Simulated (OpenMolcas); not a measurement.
Fe4+, Ru4+, Os4+: d4 down the group

```yaml
Program: OpenMolcas
Method: CASSCF
Basis: ANO-RCC-VTZP
Scalar_Hamiltonian: DKH2, point nucleus
Spin-orbit_coupling: RASSI with atomic mean-field integrals over the reference wave functions, term energies averaged over their components
```

Active space for each ion: 4 electrons in 5 orbitals (d).

Computed levels in cm-1 above 5D0:

| Level | Fe4+ | Ru4+ | Os4+ |
| --- | --- | --- | --- |
| 5D1 | 152 | 455 | 3643 |
| 5D2 | 446 | 1246 | 7230 |
| 5D3 | 870 | 2261 | 10311 |
| 5D4 | 1406 | 3429 | 12750 |
| 3H4 | 27194 | 20302 | 22201 |
| 3H5 | 27519 | 21355 | 27347 |
| 3H6 | 27875 | 22262 | 29695 |
| 3P0(1) | 29067 | 20214 | 20703 |
| 3P1(1) | 29976 | 22615 | 28114 |
| weight of 5D in the lowest level (%) | 100 | 98 | 73 |

Mixed levels, with the weight of the term that names them: Os4+ 5D0 (73 %), Os4+ 3H4 (61 %), Os4+ 3P0(1) (60 %).

Measured, with the error of the calculation in %. Measured levels: Fe4+ from Corliss and Sugar, J. Phys. Chem. Ref. Data 11, 135 (1982); Os4+ from the list in Palmeri et al., Atoms 14, 22 (2026).

| Level | Fe4+ | Os4+ |
| --- | --- | --- |
| 5D1 | 142 (+6.8) | 4311 (-15.5) |
| 5D2 | 417 (+6.9) | 8083 (-10.6) |
| 5D3 | 803 (+8.3) | 11018 (-6.4) |
| 5D4 | 1283 (+9.6) | 12966 (-1.7) |
| 3H4 | 24932 (+9.1) | 20374 (+9.0) |
| 3H5 | 25226 (+9.1) | 25344 (+7.9) |
| 3H6 | 25528 (+9.2) | 27669 (+7.3) |
| 3P0(1) | 24055 (+20.8) |  |
| 3P1(1) | 24973 (+20.0) | 24680 (+13.9) |

The fine-structure level 5D4 changes by a factor of 9.07 from Fe4+ to Os4+.

Without spin-orbit coupling 3H lies 26742, 19459, 18039 cm-1 above 5D in that order; the difference to the level 3H4, of either sign, comes from spin-orbit coupling, which also lowers the zero.

Without dynamic correlation excited terms often stand tens of per cent too high (terms of higher spin than the ground term too low), and those without a measured partner can miss by more than the paired ones. Terms from blocks run as CI alone lack orbitals of their own. Measured partners are found by configuration, term and J. A level has none where our copy of the source lacks it or the pairing is in doubt (some pairs that miss far off the trend of their configuration count as doubtful), and it then counts in no deviation. Only configurations of the active space appear.

A number in round brackets counts repeated terms of one configuration in the order of the reference energies.
